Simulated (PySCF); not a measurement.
How methods differ on the ionisation energy of Ir⁵⁵⁺

Ir⁵⁵⁺ [Ar] 3d4 [3d3/2^4, M_J = 0] → Ir⁵⁶⁺ [Ar] 3d3 [3d3/2^3, M_J = 3/2], as a difference of total energies. All numbers are calculated (PySCF 2.14, the two-component X2C-1e Hamiltonian, in an even-tempered Gaussian basis (15 s from 16 bohr⁻², ratio 2.8; 12 p from 21 bohr⁻², ratio 2.8; 8 d from 21 bohr⁻², ratio 2.8; 3 f from 67 bohr⁻², ratio 3)). Correlated levels: [Ne] frozen; the 72 highest virtual spinors dropped. "Screened" scales the spin-orbit matrix elements by Boettger's factors to mimic the two-electron term; Breit and QED terms are absent.

```
                    method  ionisation energy (eV)
           GHF (spin-free)                  5426.8
          GMP2 (spin-free)                  5426.8
 GHF (screened spin-orbit)                  5469.6
GMP2 (screened spin-orbit)                  5470.4
```

Breit and QED terms and the two-electron picture change are absent.

The spin-free rows relax to the high-spin LS determinant and lack the spin-orbit shift.

The labels give the starting determinants; with spin-orbit coupling the two ends relaxed to ⟨J²⟩ = 0.00, ⟨L²⟩ = 2.47, ⟨S²⟩ = 2.47 and ⟨J²⟩ = 3.76, ⟨L²⟩ = 7.60, ⟨S²⟩ = 2.08.

For comparison: 5466 ± 5 eV (theoretical estimate listed by NIST; NIST Atomic Spectra Database, ionization energies).
